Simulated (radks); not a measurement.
Trend from Rb+ to Xe+: ionisation energy by Delta-SCF between NIST ground configurations, and size. Calculated with a radial shooting solver on a logarithmic mesh with Libxc functionals: Dirac Kohn-Sham, BLYP, spin-unpolarised, spherical densities, finite nucleus; open shells are shared between the two j in proportion to 2j + 1; Fermi nuclear charge, rms radius of each element as measured or else 0.836 A^(1/3) + 0.57 fm.

| species | configuration | configuration of the ion | IE (eV) | NIST (eV) | kind | -e(HOMO) (eV) | outermost | <r> outermost (bohr) | r at 0.001 e/bohr^3 (bohr) |
|---|---|---|---|---|---|---|---|---|---|
| Rb+ | [Kr] | [Ar] 3d10 4s2 4p5 | 27.439 | 27.290 | exp. | 21.183 (4p3/2) | 4p3/2 | 1.73 | 3.65 |
| Sr+ | [Kr] 5s1 | [Kr] | 11.125 | 11.030 | exp. | 8.368 (5s1/2) | 5s1/2 | 3.87 | 4.46 |
| Zr+ | [Kr] 4d2 5s1 | [Kr] 4d2 | 13.045 | 13.130 | exp. | 9.805 (4d5/2) | 5s1/2 | 3.42 | 4.49 |
| Nb+ | [Kr] 4d4 | [Kr] 4d3 | 13.989 | 14.320 | semi-emp. | 9.204 (4d5/2) | 4d5/2 | 2.09 | 4.11 |
| Mo+ | [Kr] 4d5 | [Kr] 4d4 | 15.401 | 16.2 | semi-emp. | 10.283 (4d5/2) | 4d5/2 | 1.91 | 4.03 |
| Tc+ | [Kr] 4d5 5s1 | [Kr] 4d5 | 14.970 | 15.260 | semi-emp. | 11.430 (5s1/2) | 5s1/2 | 3.04 | 4.23 |
| Ru+ | [Kr] 4d7 | [Kr] 4d6 | 18.117 | 16.8 | semi-emp. | 12.358 (4d5/2) | 4d5/2 | 1.66 | 3.85 |
| Rh+ | [Kr] 4d8 | [Kr] 4d7 | 19.439 | 18.080 | semi-emp. | 13.369 (4d5/2) | 4d5/2 | 1.56 | 3.77 |
| Pd+ | [Kr] 4d9 | [Kr] 4d8 | 20.745 | 19.4 | semi-emp. | 14.369 (4d5/2) | 4d5/2 | 1.48 | 3.69 |
| Ag+ | [Kr] 4d10 | [Kr] 4d9 | 22.041 | 21.484 | exp. | 15.359 (4d5/2) | 4d5/2 | 1.40 | 3.61 |
| Cd+ | [Kr] 4d10 5s1 | [Kr] 4d10 | 17.297 | 16.908 | exp. | 13.162 (5s1/2) | 5s1/2 | 2.65 | 3.87 |
| In+ | [Kr] 4d10 5s2 | [Kr] 4d10 5s1 | 19.322 | 18.870 | exp. | 14.951 (5s1/2) | 5s1/2 | 2.49 | 4.00 |
| Sn+ | [Kr] 4d10 5s2 5p1 | [Kr] 4d10 5s2 | 13.999 | 14.633 | exp. | 10.047 (5p3/2) | 5p3/2 | 2.95 | 4.22 |
| Sb+ | [Kr] 4d10 5s2 5p2 | [Kr] 4d10 5s2 5p1 | 15.934 | 16.63 | exp. | 11.666 (5p3/2) | 5p3/2 | 2.71 | 4.29 |
| Te+ | [Kr] 4d10 5s2 5p3 | [Kr] 4d10 5s2 5p2 | 17.836 | 18.6 | exp. | 13.252 (5p3/2) | 5p3/2 | 2.52 | 4.27 |
| I+ | [Kr] 4d10 5s2 5p4 | [Kr] 4d10 5s2 5p3 | 19.722 | 19.131 | exp. | 14.822 (5p3/2) | 5p3/2 | 2.36 | 4.21 |
| Xe+ | [Kr] 4d10 5s2 5p5 | [Kr] 4d10 5s2 5p4 | 21.606 | 20.975 | semi-emp. | 16.386 (5p3/2) | 5p3/2 | 2.23 | 4.14 |

Reference values: NIST Atomic Spectra Database (exp. = measured, semi-emp. = semi-empirical, theory = theoretical value adopted there). Spin polarisation and multiplet splitting are left out, so open shells lie too high by an amount that depends on their filling. Sharing an open shell by 2j + 1 raises it above the true ground level by a part of the spin-orbit splitting, which enters the differences from NIST.

Beside tabulated values, note that spin-unpolarised runs miss the spin-polarisation part of the exchange energy of open shells.
